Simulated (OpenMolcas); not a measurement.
# Ni³⁺: effect of the IPEA shift

| Quantity | Value |
| --- | --- |
| Program | OpenMolcas |
| Basis | ANO-RCC-VTZP [6s5p3d2f1g] |
| Scalar Hamiltonian | DKH2, point nucleus |
| Active space | 7 electrons in 5 orbitals (3d) |
| State averaging | 2S+1 = 4 even, 10 roots; 2S+1 = 2 even, 40 roots kept (CI in the orbitals of an earlier block) |
| Spin-orbit coupling | RASSI with atomic mean-field integrals over the reference wave functions, term energies averaged over their components |

Methods on the same reference wave functions:
A. CASSCF
B. MS-CASPT2, IPEA 0 Eh, imaginary shift 0.1 Eh (closed shells correlated: 3s 3p)
C. MS-CASPT2, IPEA 0.25 Eh, imaginary shift 0.1 Eh (closed shells correlated: 3s 3p)

Energies in cm-1 above 3d7 4F 9/2, the measured ground level; measured values from Corliss and Sugar, J. Phys. Chem. Ref. Data 10, 197 (1981).

| Level | A | B | C | Measured |
| --- | --- | --- | --- | --- |
| 3d7 4F 9/2 | 0.0 | 0.0 | 0.0 | 0.0 |
| 3d7 4F 7/2 | 1146 | 1152 | 1150 | 1190 |
| 3d7 4F 5/2 | 1985 | 1985 | 1984 | 2042 |
| 3d7 4F 3/2 | 2559 | 2550 | 2550 | 2621 |
| 3d7 4P 5/2 | 22246 | 18110 | 18460 | 18119 |
| 3d7 2G 9/2 | 22367 | 19530 | 20020 | 19830 |
| 3d7 4P 3/2 | 22611 | 18360 | 18710 | 18367 |
| 3d7 4P 1/2 | 23161 | 18990 | 19330 | 18958 |
| 3d7 2G 7/2 | 23472 | 20620 | 21120 | 20948 |
| 3d7 2P 3/2 | 29526 | 23400 | 23790 | 23649 |
| 3d7 2H 11/2 | 29721 | 27000 | 27430 | 26649 |
| 3d7 2P 1/2 | 30693 | 24370 | 24740 | 24651 |
| 3d7 2H 9/2 | 30705 | 27980 | 28410 | 27678 |
| 3d7 2D 5/2(1) | 32232 | 27020 | 27560 | 27096 |
| 3d7 2D 3/2(1) | 33967 | 28640 | 29180 | 28778 |
| 3d7 2F 5/2 | 51307 | 43570 | 44170 | 43438 |
| 3d7 2F 7/2 | 51792 | 44060 | 44670 | 43859 |
| 3d7 2D 3/2(2) | 80165 | 69020 | 69350 | 67360 |
| 3d7 2D 5/2(2) | 80716 | 69570 | 69940 | 67990 |

Deviations, from unrounded energies. A percentage is the sum of absolute deviations over the sum of measured energies, with the sign that they share, or ± where signs differ.

| Against measurement | Levels | A | B | C |
| --- | --- | --- | --- | --- |
| mean absolute deviation (cm-1) | 18 | 4900 | 320 | 540 |
| fine structure of the ground term (%) | 3 | -2.8 | -2.8 | -2.9 |
| other terms of the ground configuration (%) | 15 | +18.3 | ±1.2 | +2.0 |

B lies closest to measurement on these levels and A furthest from it. The largest miss of B in the table is 3d7 2D 3/2(2), by +1700 cm-1. The ranking rests on the paired levels alone, and a cruder setting can come out closer through cancelling errors.

Between B and C the level of the table that moves most is 3d7 2F 5/2, by 600 cm-1 (lowest in B, highest in C). Moves below CASPT2's spread within the term are not significant.

The mean deviations of B to C differ by less than CASPT2's widest spread within a term (1200 cm-1), so their order carries little weight.

From A to B the spin-free energies of the other terms of 3d7 shown, above 4F, scale by factors of 0.78 to 0.91, as is usual when dynamic correlation screens the repulsion within a d or f shell.

The lowest spin-free term lies below A's lowest term by 0.536 hartree in B, 0.530 hartree in C.

CASPT2 does not keep the components of a term degenerate, so their means are used; among the terms shown or strongly mixed into the levels shown the widest spread is 1200 cm-1 (3d7 4F, B). Terms from blocks run as CI alone lack orbitals of their own. Without dynamic correlation excited terms often stand tens of per cent too high (terms of higher spin than the ground term too low), and those without a measured partner can miss by more than the paired ones (holds for A). Some levels mix across a computed gap that differs much from the measured one, so their mixing is not that of the real levels (holds for A). The CASPT2 spread within a term exceeds the gap to the next term for 3d7 2H and 3d7 2D(1), so the order of their levels is uncertain (holds for B; C). Computed and measured levels are paired by configuration, term and J; levels that our copy of the source lacks, or whose pairing is in doubt (as where it misses far off the trend of its configuration), stay unpaired and out of the deviations. Levels of configurations outside the active space are missing.

A number in round brackets counts repeated terms of one configuration in the order of the reference energies.
